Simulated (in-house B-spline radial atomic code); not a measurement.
A run on Er (an excited or competing configuration) that did not converge. Method: scalar-relativistic (X2C) wB97X, spin-polarised, spherical fractional occupations, exact exchange averaged over the configuration, Fermi nucleus of rms radius 5.2516 fm; computed with a B-spline radial code for spherical atoms.

Command:
```bash
python run_scf.py task.json out
```
Settings (nuclear radius in fm, mass in u):
```
Z                68
configuration    [Xe] 4f11 6s2 7s1
hamiltonian      x2c
method           wb97x
spin_polarised   True
nucleus          fermi
rms_radius       5.2516
atomic_mass      165.9303
speed_of_light   137.035999084
exact_exchange   averaged over the configuration
```

First and last ten iterations of the last attempt (damped for 15 steps, keeping 80 % of the old Fock matrix, then DIIS):
```
 iter        energy (Eh)    residual
    1      -13085.605147    5.06e-01
    2      -13085.620457    2.18e-01
    3      -13086.320809    1.13e-01
    4      -13086.496838    5.88e-02
    5      -13086.538269    3.25e-02
    6      -13086.548870    2.09e-02
    7      -13086.552331    1.41e-02
    8      -13086.553855    9.81e-03
    9      -13086.554692    6.99e-03
   10      -13086.555214    5.06e-03
  111      -13086.556949    5.09e-06
  112      -13086.556949    9.74e-06
  113      -13086.556949    1.76e-05
  114      -13086.556949    6.93e-06
  115      -13086.556949    5.50e-06
  116      -13086.556949    9.05e-05
  117      -13086.556949    6.38e-06
  118      -13086.556949    5.52e-06
  119      -13086.556949    6.25e-06
  120      -13086.556949    6.45e-06
 not converged after 120 iterations
```

The smallest residual met was 4.7e-06; the threshold is about 7e-07. Over the last five steps the energy moves by less than 1e-08 hartree, but the orbitals didn't meet the threshold. Run time, properties included: 24 s on 1 thread of Intel(R) Xeon(R) 6975P-C, on a shared host.
